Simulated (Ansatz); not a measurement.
`[OH][SnH]([Cl])[Cl]` + H₂ → `[OH][SnH2][Cl]` + HCl  (hydrogenolysis of the Sn–Cl bond)

Gas-phase electronic energies from Ansatz, PBE0-D4/def2-TZVP geometries. CCSD(T)/CBS adds triple-zeta CCSD(T) − MP2 to the extrapolated MP2 energy (def2 sets, frozen cores). This one scheme is used for every species. Functionals use def2-TZVPP. Elements past krypton have def2 core potentials. For Sn outer-core shells are correlated without core-valence functions, which leaves a few kJ/mol of doubt a bond. Each species was taken in one conformer, which may not be the lowest.

```json
{"level": "LDA (SPW92)", "ΔE (eV)": "0.66"}
{"level": "BLYP-D4", "ΔE (eV)": "0.81"}
{"level": "r2SCANh-D4", "ΔE (eV)": "0.80"}
{"level": "ωB97X-V", "ΔE (eV)": "0.74"}
{"level": "LC-ωPBE", "ΔE (eV)": "0.66"}
{"level": "MP2/def2-TZVPP", "ΔE (eV)": "0.79"}
{"level": "SCS-MP2/def2-TZVPP", "ΔE (eV)": "0.74"}
{"level": "HF/def2-QZVPP", "ΔE (eV)": "0.68"}
```

Problem. What does CCSD(T)/CBS give? (An estimate is asked.)

Solution. Computed: +0.79 eV. The listed levels differ from it by -0.13, 0.02, 0.01, -0.05, -0.13, 0.00, -0.05, -0.11 eV.

Largest T1 diagnostic among the species: 0.013.

Leaving LDA and LC-ωPBE aside and taking each functional with its dispersion term where it has one, the values, not all of them listed here, spread over 0.10 eV, from CAM-B3LYP-D4 to r2SCAN-D4. LDA lies −0.07 eV from PBE without D4. From BLYP to BHLYP (50 % exact exchange), in def2-TZVPP and without D4, ΔE moves by −0.03 eV. The D4 term adds +0.08 eV with B3LYP and +0.04 eV with PBE0; it sums over pairs of atoms, weighted by their polarisabilities, and B3LYP, whose exchange is more repulsive, gets the larger term.

B3LYP here is the variant with VWN-RPA as its local correlation; programs differ in this.
